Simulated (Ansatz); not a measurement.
C3H7FSn, relaxed with RKS PBE0-D4/def2-TZVP in Ansatz 0.2.0 from a PBE-D4/def2-SVP geometry. The force threshold is 0.005 eV/Å; the program also tests the step.

The species carries charge 0 and has multiplicity 1. Sn takes the def2 core potential. The bonds changed during the relaxation, so this is another structure than the one it started from.

Start:

```xyz
12

C     1.033   -1.651    0.177
Sn   -0.355   -0.845   -1.372
C    -1.513    0.912    0.143
C    -0.297    1.506    0.348
F     0.447    1.228    1.418
H     1.890   -2.131   -0.341
H     0.525   -2.416    0.797
H     1.426   -0.848    0.832
H     0.807    0.400   -1.971
H    -2.173    1.315   -0.637
H    -1.951    0.269    0.921
H     0.160    2.261   -0.313
```

| step | energy (eV) | largest force (eV/Å) | largest move (Å) |
| --- | --- | --- | --- |
| 1 | -11768.2167 | 0.687 | 0.000 |
| 2 | -11768.2703 | 0.301 | 0.095 |
| 3 | -11768.2804 | 0.156 | 0.072 |
| 4 | -11768.2838 | 0.065 | 0.029 |
| 5 | -11768.2845 | 0.038 | 0.020 |
| 6 | -11768.2848 | 0.018 | 0.023 |
| 7 | -11768.2849 | 0.016 | 0.020 |
| 8 | -11768.2849 | 0.011 | 0.017 |
| 9 | -11768.2850 | 0.014 | 0.016 |
| 10 | -11768.2850 | 0.016 | 0.018 |
| 11 | -11768.2850 | 0.011 | 0.007 |
| 12 | -11768.2851 | 0.008 | 0.007 |
| 13 | -11768.2851 | 0.013 | 0.008 |
| 14 | -11768.2851 | 0.023 | 0.022 |
| 15 (rejected) | -11768.2851 | 0.015 | 0.011 |
| 16 | -11768.2851 | 0.008 | 0.004 |
| 17 | -11768.2851 | 0.007 | 0.002 |
| 18 | -11768.2851 | 0.002 | 0.004 |

End:

```xyz
12

C     1.063   -1.618    0.160
Sn   -0.316   -0.839   -1.360
C    -1.532    0.924    0.144
C    -0.333    1.478    0.384
F     0.358    1.189    1.475
H     1.768   -2.276   -0.356
H     0.525   -2.214    0.899
H     1.633   -0.839    0.666
H     0.799    0.410   -1.961
H    -2.126    1.303   -0.676
H    -2.002    0.276    0.873
H     0.161    2.206   -0.248
```

It took 2.7 min on 4 threads of an AMD EPYC on a shared host, with 0.64 GiB of host memory at the peak.
